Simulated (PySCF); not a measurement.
A structure optimised at PBE-D3(BJ)/def2-SVP, used in a PySCF frequency run:

```xyz
12

O      3.1102     0.2570     0.0796
C      2.0184    -0.1779    -0.2150
C      0.7432     0.6437    -0.1403
C     -0.1463     0.3446     1.0951
C     -1.1417    -0.1473     0.0403
F     -1.4618    -1.4639     0.0890
F     -2.3097     0.5312    -0.0479
O     -0.2915     0.1387    -1.0330
H      1.8471    -1.2490    -0.5444
H      0.9677     1.7161    -0.3174
H      0.2165    -0.4482     1.7753
H     -0.4781     1.2307     1.6637
```

### Question
Write its SMILES and formula.

### Answer
O=C[C@@H]1CC(F)(F)O1, C₄H₄F₂O₂

### Question
What are its rotational constants (standard atomic weights)?

### Answer
5.2325, 1.2155, 1.1628 GHz
